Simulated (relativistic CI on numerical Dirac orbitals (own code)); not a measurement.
Spin-allowed bands of a d7 ion in an octahedral site, by hand

Problem. Take Δ = 8500 cm⁻¹ and B = 440 cm⁻¹ for a high-spin d7 ion in an octahedral site. Calculate the three spin-allowed bands.

Working.
1. The terms of highest spin are 4F (energy 0) and 4P (15B = 6600 cm⁻¹). Here the F term splits into A2 at +1.2Δ = 10200, T2 at +0.2Δ = 1700 and T1 at −0.6Δ = -5100 cm⁻¹.
2. The two T1 states mix through the element 0.4Δ: H = [[-5100, 3400], [3400, 6600]], with roots ½(H₁₁ + H₂₂) ∓ ½√[(H₂₂ − H₁₁)² + 4H₁₂²] = ½(1500) ∓ ½(13533) = -6016 and 7516 cm⁻¹.
3. The ground term is 4T1 at -6016 cm⁻¹.
4. Bands: 4T2 7716 cm⁻¹ (1296 nm), 4T1(P) 13533 cm⁻¹ (739 nm), 4A2 16216 cm⁻¹ (617 nm).

Check. Exact diagonalisation of the whole d7 shell with these parameters gives 4T2 7716, 4T1 13533, 4A2 16216 cm⁻¹. The match is exact, since without spin-orbit coupling no other term has this spin. The ratio of the second band to the first, 1.754, depends on Δ/B = 19.3 alone, which is how a Tanabe-Sugano diagram is read.
